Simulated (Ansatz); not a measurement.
```xyz
3

O     0.0000    0.0000    0.0000
Li    0.0000    1.4868    1.1408
Li    0.0000   -1.4868    1.1408
```

Basis set: pcseg-2 (spherical functions). Charge 0, multiplicity 3.

Computed with Ansatz (development build ahead of 0.2.0); each method stands on the lowest determinant of its kind that the runs found. Restricted functionals stand beside restricted open-shell atoms, which can lie above the unrestricted atoms usual in DFT and then raise those values.

**Question.** Give the atomization energy at this shape (free ground-state atoms in the same class of orbitals less the molecule, no zero-point energy) of triplet Li2O by r²SCAN (unrestricted), r²SCAN (restricted open-shell).

**Answer.**

```csv
method,atomization energy
r²SCAN (unrestricted),119.03 kcal/mol
r²SCAN (restricted open-shell),119.80 kcal/mol
```

Caution: other spin multiplicities may lie lower.

The shape needn't be a minimum at these levels.
